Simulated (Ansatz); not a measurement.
A run for Ansatz (a quantum-chemistry and plane-wave program): U-CCSD(T)/cc-pVDZ on GeO, a point of a bond scan (R = 1.632 Å). The run froze 15 orbitals, filled d shells among them.

Ansatz 0.2 input:
```yaml
crystal:
  periodic: [false, false, false]
  atoms:
    - {symbol: Ge, position_ang: [-0.00000000, -0.00000000, -0.32648771]}
    - {symbol: O, position_ang: [0.00000000, 0.00000000, 1.30595083]}
basis:
  gaussian:
    orbitals: cc-pVDZ
correlation: {method: ccsd_t, electrons: outside_noble_gas}
scf: {omitted_lower_state_checks: [cluster_reference]}
magnetization: {spin_polarized: true, initial_magnetization: 0}
```

Output:

```
WARN ansatz: RAYON_NUM_THREADS=1 ignored (pool sized by the plan → 1); use --threads N
Functional definition: HF
these checks for a lower state are left out or cut short: cluster_reference
integrals: 0.02 GiB planned
461 factors; integrals over basis functions are off by at most 5.4e-4 eV
mean field: 0.10 GiB planned
mean field evaluation 1: about -58504.0892 eV, gradient 3.4e1 eV
mean field evaluation 2: about -58504.0932 eV, gradient 3.4e1 eV
mean field evaluation 4: about -58509.4278 eV, gradient 1.9e0 eV
mean field evaluation 8: about -58509.4627 eV, gradient 7.6e-5 eV
mean field evaluation 16: about -58506.8901 eV, gradient 8.4e-4 eV
mean field evaluation 32: about -58509.4595 eV, gradient 1.8e-1 eV
mean field evaluation 64: about -58509.4563 eV, gradient 4.1e-1 eV
mean field -58509.46272809 eV, -2150.1830961192 hartree, gradient 1.4e-6 eV, S^2 0.000000; 7 other end points of the search recorded, 0 dependent functions left out
15 core orbitals not correlated
reference -58509.46272809 eV, -2150.1830961192 hartree; 5, 5 occupied and 21, 21 virtual orbitals, 461 factors
second order -7.70139295 eV of doubles, -0.00000000 eV of singles
coupled cluster: 0.06 GiB planned
cycle   1  -7.04189026 eV  change    6.6e-1 eV  update   1.8e-1
cycle   2  -7.52088032 eV  change   -4.8e-1 eV  update   9.3e-2
cycle   3  -7.65652075 eV  change   -1.4e-1 eV  update   3.5e-2
cycle   4  -7.64862093 eV  change    7.9e-3 eV  update   1.0e-2
cycle   5  -7.64974892 eV  change   -1.1e-3 eV  update   3.3e-3
cycle   6  -7.64933133 eV  change    4.2e-4 eV  update   8.3e-4
cycle   7  -7.64898457 eV  change    3.5e-4 eV  update   3.0e-4
cycle   8  -7.64911002 eV  change   -1.3e-4 eV  update   8.9e-5
cycle   9  -7.64909208 eV  change    1.8e-5 eV  update   3.0e-5
cycle  10  -7.64907144 eV  change    2.1e-5 eV  update   6.9e-6
cycle  11  -7.64907341 eV  change   -2.0e-6 eV  update   3.1e-6
perturbative correction -0.38165901 eV, -0.0140257098 hartree
Total energy: -58517.49346051 eV, -2150.4782200921 hartree
Checks for a lower state left out: cluster_reference
```

The calculation finished and met its thresholds.

Cost: roughly 0.8 core-seconds.
